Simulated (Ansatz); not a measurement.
Cost and result for the atomization energy of AlBH4OSe (`[OH][AlH][BH][SeH]`) (8 atoms, 7 bonds).

```
atom   x (Å)   y (Å)   z (Å)
  O1   1.675   0.115   0.290
 Al2   0.154  -0.032   1.052
  B3  -1.420  -0.094  -0.354
 Se4  -0.951   0.020  -2.190
  H5   2.500   0.159   0.771
  H6   0.129  -0.102   2.641
  H7  -2.599  -0.191  -0.186
  H8   0.510   0.125  -2.023
```

Charge 0, multiplicity 1. Correlated methods include outer-core shells of Se, which these sets cover unevenly. Scalar relativity is left out up to krypton. All single points use the PBE0-D4/def2-TZVP geometry. It is one conformer, not always the lowest. Program: Ansatz. All runs use 2 threads of an AMD EPYC 9B14 on a shared host. Times are those of one run each, without the atoms' runs, and a repeat can differ threefold. Electronic energies, without spin–orbit coupling; frozen cores. CCSD(T)/CBS adds CCSD(T) − MP2 in def2-TZVPP to the MP2 limit, and its time is that of the two runs behind it. T1 = 0.014. With those shells the extrapolation isn't a true limit. B3LYP takes the VWN-RPA correlation (the form of Gaussian; ORCA's B3LYP/G).

CCSD(T)/CBS is a level of theory with its own doubt, some kJ/mol a heavy atom from the limit and from the frozen cores, so smaller differences don't rank the functionals.

```
                            level  functions  wall time  atomization (kJ/mol)  difference from CCSD(T)/CBS  per bond
           LDA (SPW92)/def2-TZVPP        208      1.2 s                2891.1                        347.7      49.7
             revPBE-D4/def2-TZVPP        208      1.9 s                2495.0                        -48.4      -6.9
              BHLYP-D4/def2-TZVPP        208        3 s                2452.0                        -91.4     -13.1
          CAM-B3LYP-D4/def2-TZVPP        208      3.3 s                2532.6                        -10.8      -1.5
                 CCSD(T)/def2-SVP         98      4.7 s                2372.0                       -171.4     -24.5
                B2PLYP/def2-TZVPP        208      5.5 s                2500.2                        -43.2      -6.2
              PBE-QIDH/def2-TZVPP        208      5.5 s                2505.2                        -38.2      -5.5
B3LYP-D4/def2-TZVPP (with forces)        208        6 s                2523.8                        -19.6      -2.8
               ωB97X-V/def2-TZVPP        208      7.5 s                2538.7                         -4.7      -0.7
 ωB97M-V/def2-TZVPP (with forces)        208       11 s                2529.2                        -14.2      -2.0
                   MP2/def2-QZVPP        393       17 s                2558.2                         14.8       2.1
               CCSD(T)/def2-TZVPP        208       85 s                2470.0                        -73.4     -10.5
                CCSD(T)/CBS(def2)          –      100 s                2543.4                          0.0       0.0
```

At CCSD(T), def2-SVP lies −171.4 kJ/mol from the extrapolated value and def2-TZVPP −73.3 kJ/mol: correlation converges slowly with the basis, and small sets miss more of it in the bonded molecule than in its fragments. From BLYP to BHLYP (50 % exact exchange), in def2-TZVPP and without D4, the atomization energy moves by −56.8 kJ/mol: exact exchange takes away binding that semilocal exchange gives to molecules. The D4 term adds +27.0 kJ/mol with B3LYP and +14.0 kJ/mol with PBE0; it sums over pairs of atoms, weighted by their polarisabilities, and B3LYP, whose exchange is more repulsive, gets the larger term.
